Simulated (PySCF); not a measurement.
Species: C₄H₅FN₂.
Cartesian coordinates in Å at the PBE0-D3(BJ)/def2-SVP level; atoms count from 1:
```xyz
12
C4H5FN2 angstrom
C     -1.8100   -0.3475   -0.0590
N     -0.3827   -0.1850    0.0012
N      0.4151   -1.1951    0.3662
C      1.6421   -0.6984    0.3395
C      1.6640    0.6613   -0.0472
C      0.3306    0.9335   -0.2484
F     -0.2817    2.0384   -0.6198
H     -2.0546   -1.2245   -0.6734
H     -2.2265   -0.4889    0.9493
H     -2.2498    0.5502   -0.5102
H      2.4883   -1.3345    0.5986
H      2.5061    1.3361   -0.1676
```

All values: wB97X-D/def2-SVPD (PySCF, non-relativistic), on one gas-phase PBE0-D3(BJ)/def2-SVP geometry that isn't relaxed in the solvent. The solvent is an IEF-PCM continuum (cavity from Bondi-type radii × 1.2). The model holds no explicit solvent molecules, cavitation or dispersion.

Gas phase at wB97X-D/def2-SVPD: HOMO -9.00 eV, LUMO 2.20 eV, dipole 1.20 D.

**Question.** What does the continuum do to the energy, the frontier levels and the dipole at wB97X-D/def2-SVPD in chloroform?

**Answer.** 
```csv
solvent,ε,E(solvent) − E(gas) (kcal/mol),polarisation term (kcal/mol),distortion of the solute (kcal/mol),HOMO (eV),LUMO (eV),dipole (D)
chloroform,4.711,-3.67,-4.08,0.41,-9.09,2.17,1.53
```

The first energy column is the sum of the next two and covers electrostatics alone. The atom shares or the degeneracy of the LUMO differ from the gas phase in chloroform, so that column needn't follow one orbital.

**Question.** Which radius a makes the point-dipole formula ΔE = −[(ε − 1)/(2ε + 1)]·μ²/a³ give the value in chloroform, with the gas-phase dipole?

**Answer.** μ = 0.470 au and |ΔE| = 0.00585 Eh give a = 1.26 Å; the farthest nucleus lies 2.89 Å from the centroid of the nuclei, so such a sphere wouldn't even hold the nuclei. The formula assumes a rigid point dipole at the centre of a sphere.

**Question.** Give the dipole vector in the frame of the coordinates (D, pointing from negative to positive charge), gas and chloroform.

**Answer.** Gas (-0.85, 0.79, -0.30), solvent (-0.99, 1.11, -0.40). Its length changes by +28 % and its direction by 5°.

**Question.** How does the static polarisability (wB97X-D/def2-SVPD, frozen core, with the continuum's full static response) change?

**Answer.** 
```
    medium  isotropic (au)  principal values (au)  ⟨r²⟩ of the electrons (bohr²)
       gas            59.8       41.7, 62.8, 74.7                          629.6
chloroform            73.5       51.1, 78.6, 90.9                          629.2
```

The isotropic value in chloroform is 1.23 times the gas-phase one; no cavity-field correction is applied. ⟨r²⟩ is taken about the centre of nuclear charge.

Rough CPU time on one thread of a shared machine: about 60 s. This is the whole response run at wB97X-D/def2-SVPD in chloroform, SCF included.

Note: wB97X-D ran without an empirical dispersion term, which enters the total energy and its gradient alone.
